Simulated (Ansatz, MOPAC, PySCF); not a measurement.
Species: CHI2 (charge -1, singlet). SMILES: [CH-](I)I
Geometry from a B3LYP-D3(BJ)/def2-TZVP (Ansatz, a quantum-chemistry and plane-wave program) optimisation:
```xyz
4

I     -1.8598     0.0953     0.0146
C     -0.0042    -1.2482     0.2198
I      1.8606     0.0760    -0.0238
H     -0.0168    -1.5910    -0.8320
```
Charge -1, spin multiplicity 1.

Unscaled harmonic wavenumbers (cm⁻¹) in rising order, each level at the stationary point that it reaches from this structure (no distance between atoms moves by over 0.3 Å); the order of modes can differ between levels, and a negative number is imaginary. B3LYP-D3(BJ)/def2-TZVP (PySCF, at the structure above): 93, 362, 381, 886, 1058, 2927.

PM3 (MOPAC): 74, 460, 533, 908, 1113, 2865. Zero-point energy 8.5 against 8.2 kcal/mol; where all levels lie over 400 cm⁻¹, the wavenumbers are on average 1.019 times those of B3LYP-D3(BJ)/def2-TZVP.

PM6 (MOPAC): 83, 322, 516, 721, 945, 2635. Zero-point energy 7.5 against 8.2 kcal/mol; where all levels lie over 400 cm⁻¹, the wavenumbers are on average 0.869 times those of B3LYP-D3(BJ)/def2-TZVP.

PM7 (MOPAC): 126, 427, 531, 942, 1221, 2575. Zero-point energy 8.3 against 8.2 kcal/mol; where all levels lie over 400 cm⁻¹, the wavenumbers are on average 1.033 times those of B3LYP-D3(BJ)/def2-TZVP.

B3LYP/6-31G* with LANL2DZ past Ar (Ansatz): 79, 329, 365, 895, 1058, 2879. Zero-point energy 8.0 against 8.2 kcal/mol; where all levels lie over 400 cm⁻¹, the wavenumbers are on average 0.998 times those of B3LYP-D3(BJ)/def2-TZVP.
